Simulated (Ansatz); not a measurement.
System: C3H9BrSi (charge 0, singlet). SMILES: C[Si](C)(Br)C
Geometry: optimised at B3LYP-D3(BJ)/def2-TZVP (Ansatz, a program for electronic structure).

Wanted: atomisation energy, in kcal/mol. Set-up: LANL2DZ with its own core potentials from Na on; spin-orbit terms left out; atomisation electronic, to ground-state atoms; non-relativistic; open shells spin-unrestricted; no dispersion term unless named; valence correlation only (noble-gas shells and the d and f shells of earlier blocks); 6-31G* and kin with 6d, 5d where marked. First-principles rows: single points at B3LYP-D3(BJ) geometries (Ansatz).

```tsv
level	program	atomisation energy (kcal/mol)
HF/STO-3G	Ansatz	1222.0
HF/LANL2DZ	Ansatz	896.7
HF/6-31G* with LANL2DZ past Ar	Ansatz	939.8
PBE/STO-3G	Ansatz	1551.1
PBE/def2-SVP	Ansatz	1248.5
B3LYP/STO-3G	Ansatz	1518.0
B3LYP/LANL2DZ	Ansatz	1192.9
B3LYP/6-31G*	Ansatz	1225.3
B3LYP/def2-SVP	Ansatz	1228.0
wB97M-V/def2-TZVPD	Ansatz	1244.9
wB97X-V/def2-TZVPD	Ansatz	1245.7
B2PLYP-D3(BJ)/def2-TZVPD	Ansatz + dftd3	1231.4
```

No value to compare with is used here. The 9 habitual levels span 896.7 (HF/LANL2DZ) to 1551.1 kcal/mol (PBE/STO-3G); wB97M-V/def2-TZVPD gives 1244.9.

The levels are drawn from those run, B3LYP/6-31G* more often than the rest, none by its result; left out are runs that failed, that the program found above a lower state of the same kind, or whose <S^2> lies over 0.5 above the pure value.
